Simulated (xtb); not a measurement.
xtb input (GFN2-xTB):

```bash
xtb mol.xyz --gfn 2 --sp --chrg 1 --uhf 0
```
mol.xyz:
```
3

Al     0.00000000     0.00000000     0.00000000
Br     0.00000000     0.00000000     2.15640074
Br    -0.00000000    -0.00000000    -2.15640074
```

Output:

```
           -------------------------------------------------
          |                Calculation Setup                |
           -------------------------------------------------

           -------------------------------------------------
          |                 G F N 2 - x T B                 |
           -------------------------------------------------

        Reference                      10.1021/acs.jctc.8b01176
      * Hamiltonian:
        H0-scaling (s, p, d)           1.850000    2.230000    2.230000
        zeta-weighting                 0.500000
      * Dispersion:
        s8                             2.700000
        a1                             0.520000
        a2                             5.000000
        s9                             5.000000
      * Repulsion:
        kExp                           1.500000    1.000000
        rExp                           1.000000
      * Coulomb:
        alpha                          2.000000
        third order                    shell-resolved
        anisotropic                    true
        a3                             3.000000
        a5                             4.000000
        cn-shift                       1.200000
        cn-exp                         4.000000
        max-rad                        5.000000

          ...................................................
          :                      SETUP                      :
          :.................................................:
          :  # basis functions                  30          :
          :  # atomic orbitals                  27          :
          :  # shells                            9          :
          :  # electrons                        16          :
          :  max. iterations                   250          :
          :  Hamiltonian                  GFN2-xTB          :
          :  restarted?                      false          :
          :  GBSA solvation                  false          :
          :  PC potential                    false          :
          :  electronic temp.          300.0000000     K    :
          :  accuracy                    1.0000000          :
          :  -> integral cutoff          0.2500000E+02      :
          :  -> integral neglect         0.1000000E-07      :
          :  -> SCF convergence          0.1000000E-05 Eh   :
          :  -> wf. convergence          0.1000000E-03 e    :
          :  Broyden damping             0.4000000          :
          :  net charge                          1          :
          :  unpaired electrons                  0          :
          ...................................................

 iter      E             dE          RMSdq      gap      omega  full diag
   1     -8.7477437 -0.874774E+01  0.382E+01    4.70       0.0  T
   2     -8.8239799 -0.762362E-01  0.431E+01    2.91       1.0  T
   3     -8.0163497  0.807630E+00  0.696E+01    2.34       1.0  T
   4     -8.4390600 -0.422710E+00  0.208E+01    2.64       1.0  T
   5     -8.8979328 -0.458873E+00  0.229E+00    3.49       1.0  T
   6     -8.9021084 -0.417562E-02  0.163E+00    3.50       1.0  T
   7     -8.9047159 -0.260749E-02  0.120E+00    3.59       1.0  T
   8     -8.9046066  0.109296E-03  0.956E-01    3.54       1.0  T
   9     -8.9040003  0.606301E-03  0.792E-01    3.63       1.0  T
  10     -8.9047058 -0.705483E-03  0.185E-01    3.59       1.0  T
  11     -8.9047673 -0.614560E-04  0.103E-01    3.59       1.0  T
  12     -8.9047864 -0.191420E-04  0.315E-02    3.58       1.8  T
  13     -8.9047869 -0.514561E-06  0.237E-03    3.58      24.4  T
  14     -8.9047869 -0.168509E-08  0.101E-03    3.58      57.4  T
  15     -8.9047869 -0.787747E-09  0.371E-05    3.58    1558.3  T
  16     -8.9047869 -0.279776E-11  0.183E-06    3.58   31464.9  T

   *** convergence criteria satisfied after 16 iterations ***

         #    Occupation            Energy/Eh            Energy/eV
      -------------------------------------------------------------
         1        2.0000           -1.0590646             -28.8186
         2        2.0000           -1.0537069             -28.6728
         3        2.0000           -0.7598962             -20.6778
         4        2.0000           -0.7008887             -19.0722
         5        2.0000           -0.7008887             -19.0722
         6        2.0000           -0.6942155             -18.8906
         7        2.0000           -0.6801128             -18.5068
         8        2.0000           -0.6801128             -18.5068 (HOMO)
         9                         -0.5485938             -14.9280 (LUMO)
        10                         -0.4399173             -11.9708
        11                         -0.4399173             -11.9708
        12                         -0.4066546             -11.0656
        13                         -0.4066546             -11.0656
       ...                                ...                  ...
        27                          4.2126845             114.6330
      -------------------------------------------------------------
                  HL-Gap            0.1315190 Eh            3.5788 eV
             Fermi-level           -0.6143533 Eh          -16.7174 eV

 SCC (total)                   0 d,  0 h,  0 min,  0.010 sec
 SCC setup                      ...        0 min,  0.000 sec (  1.630%)
 Dispersion                     ...        0 min,  0.000 sec (  0.427%)
 classical contributions        ...        0 min,  0.000 sec (  0.283%)
 integral evaluation            ...        0 min,  0.001 sec ( 13.004%)
 iterations                     ...        0 min,  0.006 sec ( 59.831%)
 molecular gradient             ...        0 min,  0.002 sec ( 23.094%)
 printout                       ...        0 min,  0.000 sec (  1.496%)

         :::::::::::::::::::::::::::::::::::::::::::::::::::::
         ::                     SUMMARY                     ::
         :::::::::::::::::::::::::::::::::::::::::::::::::::::
         :: total energy              -8.859987042120 Eh    ::
         :: gradient norm              0.034133894959 Eh/a0 ::
         :: HOMO-LUMO gap              3.578814623087 eV    ::
         ::.................................................::
         :: SCC energy                -8.904787019199 Eh    ::
         :: -> isotropic ES            0.145038234289 Eh    ::
         :: -> anisotropic ES         -0.001017269057 Eh    ::
         :: -> anisotropic XC         -0.020601003492 Eh    ::
         :: -> dispersion             -0.002076010508 Eh    ::
         :: repulsion energy           0.044799977080 Eh    ::
         :: add. restraining           0.000000000000 Eh    ::
         :: total charge               1.000000000000 e     ::
         :::::::::::::::::::::::::::::::::::::::::::::::::::::

           -------------------------------------------------
          |                Property Printout                |
           -------------------------------------------------

    * Orbital Energies and Occupations

         #    Occupation            Energy/Eh            Energy/eV
      -------------------------------------------------------------
         1        2.0000           -1.0590646             -28.8186
         2        2.0000           -1.0537069             -28.6728
         3        2.0000           -0.7598962             -20.6778
         4        2.0000           -0.7008887             -19.0722
         5        2.0000           -0.7008887             -19.0722
         6        2.0000           -0.6942155             -18.8906
         7        2.0000           -0.6801128             -18.5068
         8        2.0000           -0.6801128             -18.5068 (HOMO)
         9                         -0.5485938             -14.9280 (LUMO)
Note: The following floating-point exceptions are signalling: IEEE_DENORMAL
normal termination of xtb
        10                         -0.4399173             -11.9708
        11                         -0.4399173             -11.9708
        12                         -0.4066546             -11.0656
        13                         -0.4066546             -11.0656
        14                         -0.2893493              -7.8736
        15                         -0.2893493              -7.8736
        16                         -0.2454035              -6.6778
        17                         -0.2074398              -5.6447
        18                         -0.2074398              -5.6447
        19                         -0.1815732              -4.9409
       ...                                ...                  ...
        27                          4.2126845             114.6330
      -------------------------------------------------------------
                  HL-Gap            0.1315190 Eh            3.5788 eV
             Fermi-level           -0.6143533 Eh          -16.7174 eV

     #   Z          covCN         q      C6AA      α(0)
     1  13 Al       1.589     0.557   185.018    33.396
     2  35 Br       0.794     0.222   178.644    21.549
     3  35 Br       0.794     0.222   178.644    21.549

 Mol. C6AA /au·bohr⁶  :       1573.951990
 Mol. C8AA /au·bohr⁸  :     115410.006425
 Mol. α(0) /au        :         76.494382

Wiberg/Mayer (AO) data.
largest (>0.10) Wiberg bond orders for each atom

 ---------------------------------------------------------------------------
     #   Z sym  total        # sym  WBO       # sym  WBO       # sym  WBO
 ---------------------------------------------------------------------------
     1  13 Al   3.466 --     2 Br   1.733     3 Br   1.733
     2  35 Br   1.913 --     1 Al   1.733     3 Br   0.181
     3  35 Br   1.913 --     1 Al   1.733     2 Br   0.181
 ---------------------------------------------------------------------------

Topologies differ in total number of bonds
Writing topology from bond orders to xtbtopo.mol

molecular dipole:
                 x           y           z       tot (Debye)
 q only:        0.000       0.000       0.000
   full:        0.000      -0.000       0.000       0.000
molecular quadrupole (traceless):
                xx          xy          yy          xz          yz          zz
 q only:       -3.680       0.000      -3.680       0.000       0.000       7.360
  q+dip:       -1.183       0.000      -1.183       0.000      -0.000       2.366
   full:        2.481      -0.000       2.481       0.000      -0.000      -4.961

           -------------------------------------------------
          | TOTAL ENERGY               -8.859987042120 Eh   |
          | GRADIENT NORM               0.034133894959 Eh/α |
          | HOMO-LUMO GAP               3.578814623087 eV   |
           -------------------------------------------------

------------------------------------------------------------------------
------------------------------------------------------------------------
 total:
 SCF:
```

It need not be the lowest isomer of its formula.
